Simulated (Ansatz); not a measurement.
Reaction (homolysis of the F–Si bond): `N[SiH](F)Br` → F• + `N[SiH]Br`•

Gas-phase electronic energies from Ansatz, PBE0-D4/def2-TZVP geometries. CCSD(T)/CBS adds triple-zeta CCSD(T) − MP2 to the extrapolated MP2 energy (def2 sets, frozen cores). This one scheme is used for every species, atoms too. Functionals use def2-TZVPP. HSE06 is defined as in plane-wave codes. No spin–orbit coupling; open shells (•) take unrestricted orbitals. Spin–orbit coupling would lower the free atoms: a little for F. Bonds to Br are less sure, by a few kJ/mol each and by 10 to 20 or more in all where they break to atoms, as the def2 sets lack core-valence functions. Scalar relativity is left out up to krypton. One conformer a species, not always the lowest.

What is ΔE at CCSD(T)/CBS? (Estimate.)

Computed: +160.6 kcal/mol.

What do these levels give: r2SCAN-D4, PBE0-D4, r2SCAN0-D4, B2PLYP, PBE-QIDH, PBE, BLYP, HSE06, BHLYP, CAM-B3LYP, MP2/def2-TZVPP, CCSD/def2-TZVPP? (Estimate.)

Ansatz gave: r2SCAN-D4 153.8, PBE0-D4 152.0, r2SCAN0-D4 150.4, B2PLYP 155.6, PBE-QIDH 155.3, PBE 154.2, BLYP 151.7, HSE06 151.5, BHLYP 148.6, CAM-B3LYP 156.7, MP2/def2-TZVPP 163.9, CCSD/def2-TZVPP 153.7 kcal/mol.

Largest T1 diagnostic among the species: 0.012.

At CCSD(T), def2-SVP lies −14.9 kcal/mol from the extrapolated value and def2-TZVPP −4.9 kcal/mol: correlation converges slowly with the basis, and small sets miss more of it in the bonded molecule than in its fragments. In def2-TZVPP, CCSD(T) changes the Hartree–Fock value by +35.1 kcal/mol (the triples alone add +2.0 kcal/mol) and MP2 by +43.3 kcal/mol; breaking electron pairs costs correlation energy, which Hartree–Fock lacks.
